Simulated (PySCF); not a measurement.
Excited states between 380 and 750 nm. Vertical TDDFT excitations of isolated species (PySCF; the level stands beside each; core orbitals frozen in the response), one conformer each, no solvent. Atoms past krypton carry core potentials; spin–orbit coupling is left out. Ions are computed without counter-ions or solvent.

1. `N#CC[SiH]1C[SiH2]C1`
2. `N#C[SiH2]C[C@@H](F)[SiH2]N`
3. `C(C=C)[Si@@H](N[SiH3])S`
4. `[N]#[Os-]([Cl])([Cl])([Cl])[Cl]`
5. `O=C([O-])/C=C/S(=O)(=O)O`
6. `C1CC(=C1)C#N`

Task: For which of them does the calculation put a singlet between 380 and 750 nm?

Result: 4.

1. (B3LYP/def2-SVPD on a GFN2-xTB geometry) 196 nm (f 0.002); 179 nm (f 0.001); 177 nm (f 0.015); 177 nm (f 0.002); 172 nm (f 0.127).
2. (CAM-B3LYP/def2-SVPD on a GFN2-xTB geometry) 190 nm (f 0.020); 173 nm (f 0.002); 170 nm (f 0.013); 167 nm (f 0.073); 166 nm (f 0.008).
3. (CAM-B3LYP/def2-SVPD on a GFN2-xTB geometry) 196 nm (f 0.008); 195 nm (f 0.011); 189 nm (f 0.037); 184 nm (f 0.143); 180 nm (f 0.043).
4. (B3LYP/def2-SVPD on a PBE0-D3(BJ)/def2-SVP geometry) 461 nm (f 0.001 summed over 2 states); 446 nm (f 0.000); 333 nm (f 0.002 summed over 2 states); 312 nm (f 0.000); 308 nm (f 0.000). 3 computed singlets (S1 to S3) lie in the visible range (380 to 750 nm), the largest f among them at 461 nm, f = 0.0005; light of that wavelength is blue, and its complementary colour is yellow; a Tamm–Dancoff triplet lies at 548 nm, without intensity as long as spin–orbit coupling is left out.
5. (B3LYP/def2-SVPD on a PBE0-D3(BJ)/def2-SVP geometry) 367 nm (f 0.007); 356 nm (f 0.026); 304 nm (f 0.016); 275 nm (f 0.002); 269 nm (f 0.000). No computed singlet lies in the visible range (380 to 750 nm); the lowest, at 367 nm, stands 0.11 eV above its violet end (3.26 eV).
6. (PBE0/def2-SVPD on a PBE0-D3(BJ)/def2-SVP geometry) 208 nm (f 0.303); 202 nm (f 0.000); 190 nm (f 0.001); 176 nm (f 0.004); 173 nm (f 0.006).
